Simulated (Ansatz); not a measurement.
Program: Ansatz. Geometries: PBE0-D4/def2-TZVP. ΔE: electronic, gas phase. CBS: MP2 limit from def2 TZ/QZ plus the TZ coupled-cluster correction, frozen cores. Functionals use def2-TZVPP. B3LYP here is the variant with VWN-RPA as its local correlation; programs differ in this. HSE06 is defined as in plane-wave codes. def2 core potentials past Kr. For As, In outer-core shells are correlated without core-valence functions, which leaves a few kJ/mol of doubt a bond. Scalar relativity is left out up to krypton.

`[CH3][Al]([CH3])[InH2]` + arsine → `[AsH2][InH2]` + `[CH3][AlH][CH3]`  (cleavage of the In–Al bond)

```tsv
level	ΔE (kJ/mol)	difference from CCSD(T)/CBS
LDA (SPW92)	-25.4	7.4
PBE-D4	-26.3	6.5
revPBE-D4	-26.7	6.1
r2SCAN-D4	-31.6	1.2
B97M-V	-37.1	-4.3
PBE0-D4	-29.2	3.6
B3LYP-D4	-32.2	0.6
r2SCANh-D4	-32.3	0.5
r2SCAN0-D4	-33.3	-0.5
HSE06-D4	-29.3	3.5
BHLYP-D4	-35.4	-2.6
CAM-B3LYP-D4	-32.9	-0.1
ωB97X-V	-32.8	0.0
ωB97M-V	-34.3	-1.5
B2PLYP	-34.1	-1.3
PBE	-26.6	6.2
revPBE	-26.7	6.1
BLYP	-30.5	2.3
r2SCAN	-32.0	0.8
PBE0	-29.7	3.1
B3LYP	-32.5	0.3
r2SCANh	-32.7	0.1
r2SCAN0	-33.8	-1.0
HSE06	-29.9	2.9
CAM-B3LYP	-33.6	-0.8
LC-ωPBE	-32.0	0.8
RPA@PBE/def2-TZVPP	-26.2	6.6
HF/def2-SVP	-36.1	-3.3
MP2/def2-SVP	-38.5	-5.7
CCSD/def2-SVP	-29.8	3.0
HF/def2-TZVPP	-38.7	-5.9
MP2/def2-TZVPP	-36.1	-3.3
SCS-MP2/def2-TZVPP	-34.0	-1.2
CCSD/def2-TZVPP	-29.5	3.3
CCSD(T)/def2-TZVPP	-29.4	3.4
HF/def2-QZVPP	-39.0	-6.2
MP2/def2-QZVPP	-38.1	-5.3
SCS-MP2/def2-QZVPP	-35.7	-2.9
MP2/CBS(def2)	-39.5	-6.7
CCSD/CBS(def2)	-32.9	-0.1
CCSD(T)/CBS	-32.8	0
```

Largest T1 diagnostic among the species: 0.013.

Leaving LDA and LC-ωPBE aside and taking each functional with its dispersion term where it has one, the values spread over 10.8 kJ/mol, from B97M-V to PBE-D4. From PBE to PBE0 (25 % exact exchange), in def2-TZVPP and without D4, ΔE moves by −3.2 kJ/mol.

CCSD(T)/CBS has its own doubt, a few kJ/mol and more with outer-core shells, so smaller differences from it don't rank the levels.
